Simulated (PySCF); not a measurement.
Computed shifts of a molecule C3H7BN2, PBE0/pcSseg-1 run with PySCF, GIAO, gas phase, equivalent atoms averaged, in ppm (number of nuclei): ¹³C: 229.9 (1), 88.8 (1), 74.9 (1). ¹⁵N: 65.7 (1), 61.0 (1). ¹H: 5.20 (1), 4.96 (2), 2.80 (1), 2.20 (1), 2.18 (1), 2.11 (1). References: ¹³C against TMS (σ = 186.3 ppm); ¹¹B against BF3 (σ = 88.8 ppm); ¹⁵N against NH3 (σ = 267.4 ppm); ¹H against TMS (σ = 31.56 ppm), references at their B3LYP-D3(BJ)/def2-TZVP geometries, non-relativistic. Coordinates come from a PBE0-D3(BJ)/def2-SVP optimisation. Other conformers were not sampled.

Which structure fits?
(A) CC#CB(N)N
(B) C=C=CB(N)N
(C) C#CB(N)NC
(D) NB1C=NCC1

B, C=C=CB(N)N
